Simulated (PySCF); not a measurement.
Compound: C₃H₆B₂Cl₂F₂.
Geometry (PBE0-D3(BJ)/def2-SVP, Å), atoms numbered from 1 in this order:
```
atom  x, y, z in Å
C1     1.9788    0.0802   -0.2528
C2     0.6924   -0.7013   -0.0390
C3    -0.5377    0.0140   -0.6160
B4    -0.8517    1.3587    0.1296
F5    -1.4192    2.3819   -0.4786
F6    -0.5772    1.5139    1.4127
B7    -1.8766   -0.7939   -0.5783
Cl8   -2.1283   -2.0865    0.5786
Cl9   -3.1921   -0.4024   -1.6696
H10    2.1684    0.2568   -1.3239
H11    1.9412    1.0630    0.2454
H12    2.8474   -0.4589    0.1537
H13    0.5339   -0.8786    1.0361
H14    0.7837   -1.7002   -0.4957
H15   -0.3883    0.3008   -1.6733
```

Computed at PBE0/pcSseg-1 (PySCF, non-relativistic), with Q(11B) = 0.04059 b, Q(35Cl) = −0.0817 b: B4, 11B (I = 3/2): χzz = 3.476 MHz, η = 0.571; B7, 11B (I = 3/2): χzz = 3.396 MHz, η = 0.686; Cl8, 35Cl (I = 3/2): χzz = -41.62 MHz, η = 0.664; Cl9, 35Cl (I = 3/2): χzz = -42.26 MHz, η = 0.628.

(1) Find the zero-field quadrupole resonance frequencies of 11B at B4.

(2) Find the zero-field quadrupole resonance frequencies of 11B at B7.

(3) Where would the pure quadrupole (NQR) lines of 35Cl at Cl8 fall for the rigid, isolated species?

(4) Find the zero-field quadrupole resonance frequencies of 35Cl at Cl9.

Results:

(1) From ν = (|χ|/2)√(1 + η²/3): ν = 1.830 MHz (three-coordinate boron).

(2) From ν = (|χ|/2)√(1 + η²/3): ν = 1.827 MHz (three-coordinate boron).

(3) From ν = (|χ|/2)√(1 + η²/3): ν = 22.29 MHz (chlorine bonded to B). For 37Cl the ratio of quadrupole moments, 0.7881, gives 17.56 MHz.

(4) From ν = (|χ|/2)√(1 + η²/3): ν = 22.48 MHz (chlorine bonded to B). For 37Cl the ratio of quadrupole moments, 0.7881, gives 17.72 MHz.

In a crystal, neighbours and librations shift these lines. A larger basis could move these couplings by a tenth or more.

One conformer stands for the species.
